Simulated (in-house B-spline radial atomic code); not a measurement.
**Binding energies in Nd+**

NIST's tabulated ground configuration is [Xe] 4f4 6s1; each binding energy is the energy of the ion with one electron taken from that subshell, relaxed, less that of the parent. Level of theory: Dirac-Hartree-Fock, average of configuration, Fermi nucleus of rms radius 4.9123 fm; calculated with an all-electron radial atomic-structure program (B-spline basis). Energies include first-order Breit, QED and recoil terms.

```tsv
subshell	X-ray name	binding energy (eV)	-ε (eV)	relaxation (eV)
2p1/2	L2	6733.6	6798.6	45.9
2p3/2	L3	6219.8	6277.0	44.1
3p1/2	M2	1415.8	1441.2	22.1
3p3/2	M3	1311.3	1334.7	21.4
3d3/2	M4	1011.3	1035.6	23.3
3d5/2	M5	989.4	1012.9	23.0
4p1/2	N2	269.6	278.9	8.7
4p3/2	N3	247.1	255.6	8.2
4d3/2	N4	134.9	142.5	7.5
4d5/2	N5	131	138.3	7.3
5p1/2	O2	34.34	35.83	1.42
5p3/2	O3	31.28	32.58	1.27
4f	N6,7	11.22	15.57	4.46
6s	P1	9.98	10.02	0.03
```

Relaxation = -ε minus the binding energy without Breit, QED and recoil terms.

Emission lines follow as differences of binding energies, with λ = 12398.42 eV·Å / E:

| line | holes | energy (eV) | wavelength (Å) |
| --- | --- | --- | --- |
| L3-M5 | 2p3/2 → 3d5/2 | 5230.4 | 2.3705 |
| L2-M4 | 2p1/2 → 3d3/2 | 5722.3 | 2.1667 |
| L2-N4 | 2p1/2 → 4d3/2 | 6598.7 | 1.8789 |

What does it cost to remove both a 2p3/2 and a 5p1/2 electron?

6268 eV, which is 13.87 eV more than the two single binding energies together.

What does it cost to remove both a 4p3/2 and a 4p1/2 electron?

537.93 eV, which is 21.2 eV more than the two single binding energies together.
